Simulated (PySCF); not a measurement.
# Reading a saddle point

A first-order saddle point of SiH$_{4}$SeF$_{2}$, singlet, PBE0-D4/def2-TZVP, with one imaginary mode of 913i cm⁻¹:

```
atom    x (Å)    y (Å)    z (Å)
 Si1  -0.3469  -0.5463  -0.3734
  H2  -0.6164  -0.1956   1.2597
  F3  -0.8177   0.5138  -1.4535
  F4  -1.7394  -1.3314  -0.1992
  H5   0.5646  -1.6718  -0.6080
  H6   0.2247   0.2241   1.1145
 Se7   1.7219   0.8612   0.1509
  H8   1.0093   2.1459   0.1091
```

Program: PySCF 2.14 with density fitting (its default auxiliary sets; JK sets also for MP2 and CCSD(T)). Basis: def2-TZVPP and def2-QZVPP. Cores are frozen in the correlated methods. Filled d shells of the heavier atoms are correlated. The def2 sets are not built for correlating such inner shells, so the correlated values are less sure here. Extrapolation: Hartree–Fock as exp(−7.88 √X), correlation as X^−2.97.

(1) Which contacts change along the imaginary mode, and what lies on either side? (Judge from chemistry; the calculation decides.)

(2) Which side is lower, and how far does the saddle lie above each? (To be estimated.)

T1 diagnostic: at most 0.012. The end structure is not quite a true minimum (one mode of 89i cm⁻¹).

Results:

(1) Computed: The step is SiH₂F₂ ([F][SiH2][F]) + H₂Se → SiH₂SeF₂ ([F][SiH]([F])[SeH]) + H₂, with the molecules in contact on both sides. Shortening one way: Si1–Se7, H2–H6; lengthening the same way: Si1–H2, H6–Se7.
```json
{"pair": "Si1–Se7", "one side (Å)": "3.63", "saddle (Å)": "2.56", "other side (Å)": "2.25"}
{"pair": "H2–H6", "one side (Å)": "3.33", "saddle (Å)": "0.95", "other side (Å)": "0.75"}
{"pair": "Si1–H2", "one side (Å)": "1.47", "saddle (Å)": "1.69", "other side (Å)": "4.27"}
{"pair": "H6–Se7", "one side (Å)": "1.47", "saddle (Å)": "1.89", "other side (Å)": "3.52"}
```

(2) The calculation gives: The side with Si1–Se7, H2–H6 short is lower by 8.28 kcal/mol; the saddle lies 54.13 kcal/mol above it and 45.85 kcal/mol above the other (CCSD(T) at an estimated basis limit (MP2 extrapolated from triple and quadruple zeta, plus CCSD(T) − MP2 in triple zeta); electronic energies).

Labels in which every atom is bracketed show which atoms are joined, not bond orders.

For scale, one of the runs: CCSD(T)/def2-TZVPP, 208 basis functions, launched by `OMP_NUM_THREADS=4 python run.py`. The run took 20 min on 4 CPU threads of an Intel Xeon (shared host), with 3.8 GiB of host memory at its peak.
